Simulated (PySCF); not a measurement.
## Electron correlation in Ne⁺ (neon, charge +1)

[He] 2s2 2p5, 2P determinant. Calculation: PySCF 2.14, in aug-cc-pCVTZ-DK; scalar relativity by spin-free X2C-1e. Frozen: 1s2; 7 electrons correlated.

```tsv
level	correlation energy (mhartree)
CCSD	-218.45
(T)	-2.97
CCSD(T)	-221.42
```

Diagnostics: T1 = 0.0041, D1 = 0.0063, largest double amplitude 0.024.

Cost of the coupled-cluster step: about 2.3 core-seconds, for 7 correlated electrons.
